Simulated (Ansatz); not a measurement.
Mulliken charges of `[CH3][GaH][CH2]Cl` from r2SCAN/def2-TZVPP in Ansatz (PBE0-D4/def2-TZVP geometry).

```
atom   x (Å)   y (Å)   z (Å)  charge (e)
  C1  -0.982   1.395  -0.036      -0.301
 Ga2   0.654   0.342  -0.291       0.294
  C3   0.716  -1.486   0.483      -0.187
 Cl4  -0.029  -2.217  -1.008      -0.173
  H5  -1.188   2.037  -0.894       0.075
  H6  -0.868   2.040   0.841       0.065
  H7  -1.841   0.745   0.137       0.072
  H8   1.887   0.780  -1.155      -0.063
  H9   1.682  -1.965   0.617       0.109
 H10   0.052  -1.722   1.311       0.109
```

Problem. By hand: the dipole of these point charges (1 e Å = 4.8032 D).

Solution. Σ q r = (0.151, 0.230, 0.290) e Å, of length 0.400 e Å = 1.92 D.

Problem. How does the dipole of the full density compare? (An estimate is asked.)

Solution. Ansatz gave: (0.026, 0.135, 0.338) e Å, 1.75 D; the point charges give 1.10 times that, at 24° from its direction.

Point charges leave out the atoms' own dipoles, such as those of lone pairs, and Mulliken's split depends on the basis, so the two needn't agree.
